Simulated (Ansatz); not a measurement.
Z-matrix (Å, degrees):
```
Ge
Si 1 2.405
H 1 1.534 2 107.5
H 1 1.535 2 108.8 3 -118.8
H 1 1.537 2 110.5 3 120.2
Cl 2 2.058 1 108.9 3 -62.4
F 2 1.603 1 108.9 3 -178.3
```

Charge 0, multiplicity 2.

(1) List the PBE/def2-TZVPP orbital energies in eV (Ansatz). (An estimate is asked.)

Answers

(1) Ansatz gave: α occupied: -10804.82, -2739.29, -1781.68, -1338.20, -1191.63, -1191.61, -1191.61, -660.30, -249.86, -190.54, -190.41, -190.39, -162.77, -139.18, -114.24, -114.18, -114.18, -95.96, -95.95, -95.89, -30.04, -30.04, -30.03, -29.97, -29.96, -29.96, -20.85, -14.60, -13.23, -11.20, -10.91, -10.71, -8.95, -8.89, -8.61, -8.39, -7.97, -5.23. α empty: -1.27, -1.02, -0.28, 0.07, 0.68, 1.07, 2.81, 3.11. β occupied: -10804.81, -2739.27, -1781.61, -1338.20, -1191.62, -1191.60, -1191.60, -660.25, -249.85, -190.52, -190.38, -190.38, -162.76, -139.10, -114.22, -114.18, -114.18, -95.89, -95.83, -95.78, -30.02, -30.01, -30.01, -29.96, -29.95, -29.87, -20.77, -14.44, -13.07, -11.10, -10.74, -10.55, -8.86, -8.81, -8.48, -8.30, -7.74. β empty: -3.83, -0.98, -0.75, -0.06, 0.29, 0.92, 1.23, 3.11. ⟨S²⟩ = 0.753.
